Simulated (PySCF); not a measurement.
Method: PBE-D3(BJ)/def2-TZVP // PBE0-D3(BJ)/def2-SVP in PySCF 2.14.0. Gas-phase values, no solvent. 

Reference species (SMILES): `C[O][Ge]([Cl])([Cl])[Cl]` (neutral, multiplicity 1).

| Property | Result |
|---|---|
| S1 oscillator strength | 0.005 |
| HOMO | -7.29 eV |
| LUMO | -2.71 eV |
| HOMO–LUMO gap | 4.58 eV |

After one change: the S1 oscillator strength is nearly the same; the HOMO decreases by 0.91 eV; the LUMO decreases by 0.60 eV; the HOMO–LUMO gap rises by 0.31 eV.

Q: What was changed between the two runs? The new species is one of these.
A. `C[O][Ge]([Cl])([Cl])[O]C` (C–O–Ge–Cl torsion 58°, Cl–Ge–O–C torsion 58°)
B. `C[O][Ge]([Cl])([O]C)[O]C`
C. `[Cl][Ge]([Cl])([Cl])[Cl]`

A: C, `[Cl][Ge]([Cl])([Cl])[Cl]`
